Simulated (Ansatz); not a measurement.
Consider the ligand exchange at the Si–C bond: `C#C[Si](Cl)(Cl)Cl` + HBr → `Cl[Si](Cl)(Cl)Br` + `C#C`.

Gas-phase electronic energies from Ansatz, PBE0-D4/def2-TZVP geometries. CBS: MP2 limit from def2 TZ/QZ plus the TZ coupled-cluster correction, frozen cores. This one scheme is used for every species. Functionals use def2-TZVPP. B3LYP here is the variant with VWN-RPA as its local correlation; programs differ in this. For Br outer-core shells are correlated without core-valence functions, which leaves a few kJ/mol of doubt a bond. Scalar relativity is left out up to krypton.

| level | ΔE (kcal/mol) |
| --- | --- |
| B3LYP-D4 | -11.1 |
| r2SCAN0-D4 | -11.9 |
| BHLYP-D4 | -11.9 |
| r2SCAN | -11.4 |
| r2SCAN0 | -11.9 |
| RPA@PBE/def2-TZVPP | -9.0 |
| CCSD(T)/def2-SVP | -8.7 |
| MP2/def2-QZVPP | -11.9 |

Question: What does CCSD(T)/CBS give? (An estimate is asked.)

Answer: Computed: -12.0 kcal/mol. The listed levels differ from it by 0.9, 0.1, 0.1, 0.6, 0.1, 3.0, 3.3, 0.1 kcal/mol.

Largest T1 diagnostic among the species: 0.013.

At CCSD(T), def2-SVP lies +3.2 kcal/mol from the extrapolated value and def2-TZVPP +2.0 kcal/mol. Leaving LDA and LC-ωPBE aside and taking each functional with its dispersion term where it has one, the values, not all of them listed here, spread over 1.9 kcal/mol, from ωB97M-V to B97M-V. From BLYP to BHLYP (50 % exact exchange), in def2-TZVPP and without D4, ΔE moves by −1.0 kcal/mol.
